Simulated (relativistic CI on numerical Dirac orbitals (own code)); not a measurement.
## Sensitivity of the levels of Zr I to α and to the nuclear radius

Method of calculation: Dirac-Coulomb-Breit CI, KLI orbitals optimised for each configuration, valence Slater integrals scaled by 0.85, P86 correlation energy added to each configuration, derivatives by finite differences, QED left out (own radial code, finite nucleus).

CI space (outside the closed core [Kr]): 4d²5s², 4d³5s, 4d²5s5p, 4d³5p, 4d⁴, 4d5s²5p, 4d²5s5d, 4d²5p², 4d5p³. Double excitations out of closed p, d and f shells are left out; levels of such configurations are missing from the list, as are those of other unlisted configurations, and high levels can miss mixing partners.

With x = (α/α₀)² − 1 an excitation energy changes as ω = ω₀ + qx; K = 2q/ω₀ is the relative enhancement. Terms are leading LS components, so labels can repeat. The field-shift factor is F = δν/δ⟨r²⟩ for the transition from the lowest level.

Lowest level 4d²5s² ³F2.

```tsv
Level	ω₀ (cm⁻¹)	q (cm⁻¹)	K	F (GHz/fm²)
4d²5s² ³F3	500.3	488.8	1.95	0.0167
4d²5s² ³F4	1104.3	1033	1.87	0.0352
4d³5s ⁵F1	3361.6	3359	2	-1.61
4d²5s² ³P0	3375.8	676.1	0.401	-0.0967
4d³5s ⁵F2	3479.2	3464	1.99	-1.6
4d²5s² ³P1	3516.1	819.3	0.466	-0.0961
4d²5s² ³P2	3634.4	793.3	0.437	-0.0854
4d³5s ⁵F3	3654.6	3625	1.98	-1.6
4d³5s ⁵F4	3885.0	3829	1.97	-1.59
4d³5s ⁵F5	4167.6	4075	1.96	-1.58
4d²5s² ¹D2	4846.4	1002	0.413	-0.00136
4d²5s² ¹G4	7883.0	900	0.228	-0.134
4d³5s ⁵P1	10241.2	3453	0.674	-1.54
4d³5s ⁵P2	10364.4	3557	0.686	-1.53
4d³5s ⁵P3	10560.2	3742	0.709	-1.53
4d²5s5p ⁵G°2	11302.9	107.7	0.0191	-0.989
4d³5s ³F2	11387.2	4130	0.725	-2.25
4d²5s5p ⁵G°3	11654.7	531.9	0.0913	-1.01
4d³5s ³F3	11657.7	4284	0.735	-2.2
4d³5s ³F4	12016.8	4370	0.727	-2.08
4d²5s5p ⁵G°4	12101.9	1034	0.171	-1.02
4d³5s ³G3	12223.8	3799	0.622	-1.75
4d³5s ³G4	12402.4	4173	0.673	-1.84
```

For a near-neutral ion this model can misplace configurations by up to about 10,000 cm⁻¹ (more where the count of f electrons changes) and terms by 10 to 25 % of their spread. Rates follow the energies as ν³ (E1, M1) or ν⁵ (E2), so they and the lifetimes can be off by large factors. The fine structure of a lone outer electron comes out too small, for d and f at times inverted, and misplaced configurations move strength between like terms.
